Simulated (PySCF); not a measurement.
A search over the determinants of CsTe

Unrestricted PBE0; Cs def2-SVP with ECP46, Te def2-SVP with ECP28; scalar-relativistic core potentials (PySCF 2.14). Outer shells of the fragments: Cs 6s1; Te 4d10 5s2 5p4.

Followed along the bond (rough minima from three points):

| 2Ms+1 | unpaired | ⟨S²⟩ at the start | R at minimum (Å) | Te (eV) |
| --- | --- | --- | --- | --- |
| 2 | π ↑ | 0.75 | 3.51 | 0.00 |
| 2 | σ ↑ | 0.75 | 3.34 | 0.24 |
| 4 | σ ↑, π ↑↑ | 3.75 | none in the scan | ≤ 2.29 |

Solutions found at the starting distance of 3.525 Å, counted from the lowest of them; the search is not exhaustive and high or unbound solutions are not listed, so other states can lie among these:

| 2Ms+1 | unpaired | term | E (eV) | ⟨S²⟩ | ⟨Lz²⟩ | μ (D) |
| --- | --- | --- | --- | --- | --- | --- |
| 2 | π ↑ | ²Π | 0.00 | 0.75 | 1.01 | -11.52 |
| 2 | σ ↑ | ²Σ⁺ | 0.29 | 0.75 | 0.00 | -12.37 |
| 4 | σ ↑, π ↑↑ | ⁴Σ⁻ | 2.45 | 3.75 | 0.00 | 1.60 |
| 2 | σ ↓, π ↑↑ | mixed | 2.48 | 1.75 | 0.00 | 2.19 |
| 4 | σ ↑↑, π ↑ | ⁴Π | 2.59 | 3.75 | 1.01 | 1.99 |
| 2 | σ ↑, π ↑↓ | mixed | 2.82 | 1.76 | 2.01 | 1.88 |
| 4 | π ↑↑↑ | ⁴Π | 3.53 | 3.75 | 1.00 | 1.95 |
| 4 | σ ↑, π ↑↑ | mixed | 3.73 | 3.75 | 2.01 | 2.29 |
| 4 | σ ↑, π ↑↑ | mixed | 3.78 | 3.75 | 2.00 | 3.45 |
| 2 | σ ↑ | mixed | 3.92 | 0.75 | 2.02 | 1.81 |
| 2 | π ↑↑, δ ↓ | mixed | 4.08 | 1.75 | 4.00 | 0.99 |

A term symbol is given only where ⟨S²⟩ and ⟨Lz²⟩ are close to those of a pure state; real π, δ and φ orbitals otherwise mix terms. A positive dipole means Cs(−)Te(+).

Problem. Compare the gap between the two lowest followed solutions at the starting distance with the gap between their minima.

Solution. At PBE0 the second solution (doublet, unpaired electrons σ ↑) lies +0.29 eV from the first (doublet, unpaired electrons π ↑) at 3.525 Å and +0.24 eV at the minima; the two curves relax by different amounts, since their minima lie near 3.34 and 3.51 Å.

Spin–orbit coupling is left out. Counting both spins, an empty level lies below a filled one in some of these solutions, because spin and occupation are held.
